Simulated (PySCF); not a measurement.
Gas-phase reaction: SnBr₄ + SnO = 2 SnBr₂ + O, at 800 K and a standard pressure of 1 bar. Level: ωB97X-V/def2-TZVP†.

Method: PySCF energies plus ideal-gas RRHO corrections (1 bar). † marks an energy on the PBE0/def2-TZVP geometry and frequencies. Open shells (unrestricted): O (multiplicity 3, electronic degeneracy 9); the rest are closed-shell singlets. Spin-orbit splitting is ignored; it lowers the true energy and changes the entropy of O. Sn: scalar-relativistic def2 core potential, no spin-orbit coupling. Br: all electrons, no relativistic terms. The harmonic model lacks anharmonicity and excited electronic states, which grow with temperature; levels with a mode under 35 cm⁻¹ are left out. Soft modes under 120 cm⁻¹ make the harmonic entropy rough for SnBr₄, SnBr₂.

```json
[
 {"species": "SnBr₄", "E (Ha)": "-10510.16193", "H(800 K) − E (kJ/mol)": "87.0", "S°(800 K) (J/mol/K)": "519.1"},
 {"species": "SnO", "E (Ha)": "-289.49807", "H(800 K) − E (kJ/mol)": "31.2", "S°(800 K) (J/mol/K)": "265.2"},
 {"species": "SnBr₂", "E (Ha)": "-5362.23864", "H(800 K) − E (kJ/mol)": "46.8", "S°(800 K) (J/mol/K)": "385.6"},
 {"species": "O", "E (Ha)": "-75.06844", "H(800 K) − E (kJ/mol)": "16.6", "S°(800 K) (J/mol/K)": "182.2"}
]
```
E: electronic energy; H − E holds the zero-point and thermal terms. 1 Ha = 2625.5 kJ/mol.

Task: Work out ΔH°, ΔS°, ΔG° and log10 K from these numbers.

Result: 1. ΔE = 2×(-5362.23864) + 1×(-75.06844) − 1×(-10510.16193) − 1×(-289.49807) = 0.11428 Ha = 300.0 kJ.
2. Δ(H − E) = 2×(46.8) + 1×(16.6) − 1×(87.0) − 1×(31.2) = -8.0 kJ, so ΔH° = 292.0 kJ.
3. ΔS° = 2×(385.6) + 1×(182.2) − 1×(519.1) − 1×(265.2) = 169.1 J/K; the number of gas molecules changes by +1.
4. ΔG° = ΔH° − TΔS° = 292.0 − 800×(169.1)/1000 = 156.7 kJ.
5. log10 K = −ΔG°/(RT ln 10) = -10.23, with RT ln 10 = 15.32 kJ/mol; at standard pressures the reactants are favoured.
6. A shift of 10 kJ in ΔE would move log10 K by 0.65 here.
For scale, ΔH°(298 K) is 294 kJ at this level, 286 kJ at ωB97M-V/def2-TZVP†, and runs from 9 to 431 kJ over the 17 levels computed.
